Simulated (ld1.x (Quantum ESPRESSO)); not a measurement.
## PBEsol TM dataset for Cd (Z = 48), scalar-relativistic all-electron reference.

Cd (Z = 48), norm-conserving Troullier–Martins (Kleinman–Bylander form), made with ld1.x (Quantum ESPRESSO) 7.5 (PBEsol, scalar-relativistic). Core [Kr], reference 4d10 5s2 5p0. Waves: 5p (bound, empty): rc 2.50 bohr; 4d (bound): rc 1.74 bohr; 5s (bound): rc 2.45 bohr. Local part: the s channel. Core correction: a·sin(br)/r model core inside 1.75 bohr.

* Cutoffs needed: 70 Ry and 110 Ry (the cutoffs (Ry, on a coarse ladder) from which the occupation-weighted sum of valence levels, in a spherical-Bessel basis at the reference potential, stays within 10 and 1 mRy of its value at 400 Ry)
* Ghost test: no extra level below or beside the all-electron valence levels (p, d, s, f tested) (spherical-Bessel basis up to 400 Ry, 20 bohr box)
* Largest excitation error: -243 meV (all-electron minus pseudo) for 4d9 5s0 5p0, out of 7 test configurations
